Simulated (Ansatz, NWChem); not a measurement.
# Ligand exchange: InH2F + SiH3(GeH3) → SiH3(InH2) + GeH3F

Species: InH2F `[F][InH2]`, singlet; SiH3(GeH3), singlet; SiH3(InH2), singlet; GeH3F (fluorogermane) `[F][GeH3]`, singlet. The partners trade F for SiH3: In–F and Ge–SiH3 bonds give way to In–SiH3 and Ge–F.

Shapes, held fixed at every level: PBE0-D4/def2-TZVP. Programs: Ansatz 0.2.0. Electronic energies: no zero-point or thermal term.

```json
{"level": "HF/def2-SVP", "kind": "Hartree–Fock", "ΔE (kJ/mol)": "-4.9", "less CCSD(T)/def2-TZVPP": "-15.1"}
{"level": "HF/def2-TZVPP", "kind": "Hartree–Fock", "ΔE (kJ/mol)": "-0.9", "less CCSD(T)/def2-TZVPP": "-11.1"}
{"level": "r2SCAN-D4/def2-TZVPP", "kind": "meta-GGA", "ΔE (kJ/mol)": "+18.8", "less CCSD(T)/def2-TZVPP": "+8.6"}
{"level": "BHLYP-D4/def2-TZVPP", "kind": "global hybrid", "ΔE (kJ/mol)": "+9.2", "less CCSD(T)/def2-TZVPP": "-1.0"}
{"level": "PBE0-D4/def2-TZVPP", "kind": "global hybrid", "ΔE (kJ/mol)": "+13.9", "less CCSD(T)/def2-TZVPP": "+3.7"}
{"level": "r2SCAN0-D4/def2-TZVPP", "kind": "global hybrid", "ΔE (kJ/mol)": "+13.3", "less CCSD(T)/def2-TZVPP": "+3.1"}
{"level": "CCSD(T)/def2-TZVPP", "kind": "coupled cluster or CI", "ΔE (kJ/mol)": "+10.2", "less CCSD(T)/def2-TZVPP": "0.0"}
```

The highest level, CCSD(T)/def2-TZVPP, gives ΔE = +10.2 kJ/mol; the levels span -4.9 to +18.8. They disagree on the sign: 5 of 7 are positive. The column of differences is taken from that level and isn't an error. No measured value is set beside it here. For atoms past krypton def2 sets carry core potentials with scalar relativity. Relativity is left out for Ge unless named. Correlated rows may include outer-core shells of Ge, In, which these sets cover unevenly.
